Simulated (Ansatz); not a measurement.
Consider the cleavage of the B–B bond: `CBB(N)Br` + `[SH][GeH3]` → `CB[S][GeH3]` + `NBBr`.

Isolated molecules relaxed with PBE0-D4/def2-TZVP in Ansatz; ΔE leaves out vibrations. CBS: MP2 limit from def2 TZ/QZ plus the TZ coupled-cluster correction, frozen cores. DFT in def2-TZVPP. For Br, Ge outer-core shells are correlated without core-valence functions, which leaves a few kJ/mol of doubt a bond. Scalar relativity is left out up to krypton. One conformer a species, not always the lowest.

`CBB(N)Br`:

Cartesian coordinates in Å:
```
C 1.259 -1.274 -0.156
B 0.042 -0.641 0.583
B -0.919 0.565 -0.064
N -0.873 1.947 -0.042
Br -2.396 -0.280 -1.047
H 2.140 -0.821 0.329
H 1.364 -2.349 0.009
H 1.336 -1.054 -1.222
H -0.243 -1.079 1.667
H -1.558 2.528 -0.498
H -0.154 2.458 0.441
```

`[SH][GeH3]`:

Z-matrix (Å, degrees):
```
Ge
S 1 2.224
H 1 1.536 2 110.4
H 1 1.533 2 104.8 3 119.2
H 1 1.536 2 110.4 3 -121.7
H 2 1.343 1 94.6 3 60.6
```

`CB[S][GeH3]`:

Cartesian coordinates in Å:
```
C -0.937 0.358 2.022
B -0.441 -0.008 0.591
S 1.068 0.702 -0.049
Ge 1.143 -0.243 -2.073
H -1.950 0.772 1.964
H -0.303 1.063 2.563
H -1.033 -0.556 2.620
H -1.063 -0.770 -0.096
H -0.095 0.179 -2.875
H 1.189 -1.768 -1.918
H 2.422 0.270 -2.748
```

`NBBr`:

Z-matrix (Å, degrees):
```
N
B 1 1.380
H 1 1.006 2 123.3
H 1 1.006 2 122.1 3 -180.0
Br 2 1.931 1 119.6 3 -0.0
H 2 1.190 1 122.0 3 180.0
```

```json
{"level": "r2SCAN-D4", "ΔE (kJ/mol)": "-114.5"}
{"level": "PBE0-D4", "ΔE (kJ/mol)": "-111.8"}
```

(1) What does CCSD(T)/CBS give? (Estimate.)

Largest T1 diagnostic among the species: 0.013.

## Answers

(1) The calculation gave: -114.2 kJ/mol. The listed levels differ from it by -0.3, 2.4 kJ/mol.

In def2-TZVPP, CCSD(T) changes the Hartree–Fock value by −6.2 kJ/mol (the triples alone add −2.9 kJ/mol) and MP2 by −13.7 kJ/mol.

CCSD(T)/CBS has its own doubt, a few kJ/mol and more with outer-core shells, so smaller differences from it don't rank the levels.
